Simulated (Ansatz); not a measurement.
Two isomers of CH5Cl2NSi: A = `N[SiH](Cl)CCl`, B = `NC[SiH](Cl)Cl`.

Computed with Ansatz on PBE0-D4/def2-TZVP structures; ΔE is electronic, products minus reactants. CCSD(T)/CBS is the MP2 limit (def2-TZVPP, def2-QZVPP) plus CCSD(T) − MP2 in def2-TZVPP, frozen cores. DFT in def2-TZVPP. B3LYP here is the variant with VWN-RPA as its local correlation; programs differ in this. One conformer a species, not always the lowest.

Question: Which is lower in electronic energy at CCSD(T)/CBS, and by how much? (Best estimate.)

Answer: Computed: B, by 4.1 kcal/mol.

Question: Give E(B) − E(A) in kcal/mol with PBE-D4, CCSD(T)/def2-TZVPP, CCSD/def2-TZVPP, ωB97M-V, B2PLYP, B3LYP, HF/def2-TZVPP. (An estimate is asked.)

Answer: The calculation gave: PBE-D4 -6.0, CCSD(T)/def2-TZVPP -4.3, CCSD/def2-TZVPP -4.2, ωB97M-V -4.6, B2PLYP -4.3, B3LYP -4.5, HF/def2-TZVPP -4.0. None reverses the order clearly.

Largest T1 diagnostic: 0.009.
